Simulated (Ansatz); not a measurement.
Ansatz (a first-principles code) input (HF/aug-cc-pVQZ):

Ansatz 0.2 input:
```yaml
crystal:
  periodic: [false, false, false]
  atoms:
    - {symbol: O, position_ang: [-1.38678678, 0.65845662, -0.05996264]}
    - {symbol: Se, position_ang: [0.03653741, -0.32252395, 0.02336881]}
    - {symbol: O, position_ang: [1.23150280, 0.71227016, -0.03935481]}
basis:
  gaussian:
    orbitals: aug-cc-pVQZ
hamiltonian:
  xc: hf
total_charge: 1
magnetization: {spin_polarized: true, initial_magnetization: 1}
```

End of the output:

```
integrals: 0.16 GiB planned
1215 factors; their error is unknown
mean field: 1.36 GiB planned
mean field evaluation 1: about -69351.7435 eV, gradient 5.6e1 eV
mean field evaluation 2: about -69346.8712 eV, gradient 7.0e1 eV
mean field evaluation 4: about -69364.8927 eV, gradient 7.6e0 eV
mean field evaluation 8: about -69365.8760 eV, gradient 2.4e0 eV
mean field evaluation 16: about -69366.9490 eV, gradient 9.9e-1 eV
mean field evaluation 32: about -69368.2885 eV, gradient 1.6e-1 eV
mean field evaluation 64: about -69368.1929 eV, gradient 2.8e-6 eV
mean field evaluation 96: about -69368.2140 eV, gradient 2.4e-1 eV
mean field evaluation 128: about -69367.5149 eV, gradient 2.2e0 eV
mean field evaluation 160: about -69367.6664 eV, gradient 3.6e-1 eV
mean field evaluation 192: about -69366.9587 eV, gradient 1.3e-1 eV
mean field evaluation 224: about -69354.0268 eV, gradient 4.4e1 eV
mean field evaluation 256: about -69360.3267 eV, gradient 2.6e1 eV
mean field evaluation 288: about -69357.2252 eV, gradient 1.7e1 eV
mean field evaluation 320: about -69364.3001 eV, gradient 9.5e0 eV
mean field evaluation 352: about -69365.8910 eV, gradient 2.4e0 eV
mean field evaluation 384: about -69354.3184 eV, gradient 9.1e0 eV
mean field -69368.29115396 eV, -2549.2376803917 hartree, gradient 5.3e-6 eV, S^2 1.349250; 8 other end points of the search recorded, 0 dependent functions left out
reference -69368.29115396 eV, -2549.2376803917 hartree; 25, 24 occupied and 228, 229 virtual orbitals, 1215 factors
Total energy: -69368.29115396 eV, -2549.2376803917 hartree
```

The determinant is spin-contaminated: <S^2> is 1.35 against 0.75 for a pure state.
